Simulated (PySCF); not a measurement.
# Correlation energy of O+ (oxygen, charge +1)

[He] 2s2 2p3, high-spin 4S determinant. Computed with PySCF 2.14 in aug-cc-pVDZ-DK, with scalar relativity by spin-free X2C-1e. Frozen: 1s2; 5 electrons correlated.

MP2 pair energies summed by pair of shells (mhartree):

```
 pair  energy  share (%)
2s-2p  -47.73       66.1
2p-2p  -17.01       23.5
2s-2s   -7.51       10.4
```

Total MP2 correlation energy: -72.25 mhartree.

Same-spin part -20.04 and opposite-spin part -52.21 mhartree; SCS-MP2 scales them by 1/3 and 6/5 to -69.33 mhartree.

```
  level  correlation energy (mhartree)
   CCSD                         -88.22
    (T)                          -0.79
CCSD(T)                         -89.01
```

Diagnostics: T1 = 0.0046, D1 = 0.0068, largest double amplitude 0.029.

Cost of the coupled-cluster step: 0.23 s of wall time on 1 thread of Neoverse-N1 (shared host), for 5 correlated electrons.

Iterations:

```
CC2 = 0
CCSD nocc = (np.int64(4), np.int64(1)), nmo = (22, 22)
frozen orbitals [[0], [0]]
max_cycle = 100
direct = 0
conv_tol = 1e-08
conv_tol_normt = 1e-06
diis_space = 8
diis_start_cycle = 0
Init t2, MP2 energy = -0.0722495878508948
Init E_corr(UCCSD) = -0.072249587850971
cycle = 1  E_corr(UCCSD) = -0.0845065764779292  dE = -0.0122569886  norm(t1,t2) = 0.0267162
cycle = 2  E_corr(UCCSD) = -0.0871115616194985  dE = -0.00260498514  norm(t1,t2) = 0.00879101
cycle = 3  E_corr(UCCSD) = -0.088259830374823  dE = -0.00114826876  norm(t1,t2) = 0.00355854
cycle = 4  E_corr(UCCSD) = -0.088210401175332  dE = 4.94291995e-05  norm(t1,t2) = 0.000571405
cycle = 5  E_corr(UCCSD) = -0.0882178928196192  dE = -7.49164429e-06  norm(t1,t2) = 0.000145593
cycle = 6  E_corr(UCCSD) = -0.0882177063502047  dE = 1.86469414e-07  norm(t1,t2) = 1.30622e-05
cycle = 7  E_corr(UCCSD) = -0.0882178196231508  dE = -1.13272946e-07  norm(t1,t2) = 1.50722e-06
cycle = 8  E_corr(UCCSD) = -0.0882178342614933  dE = -1.46383425e-08  norm(t1,t2) = 3.29877e-07
cycle = 9  E_corr(UCCSD) = -0.0882178315184725  dE = 2.74302084e-09  norm(t1,t2) = 3.72969e-08
UCCSD converged
E(UCCSD) = -74.49409602544657  E_corr = -0.08821783151847246
UCCSD(T) correction = -0.000785774591888905
```
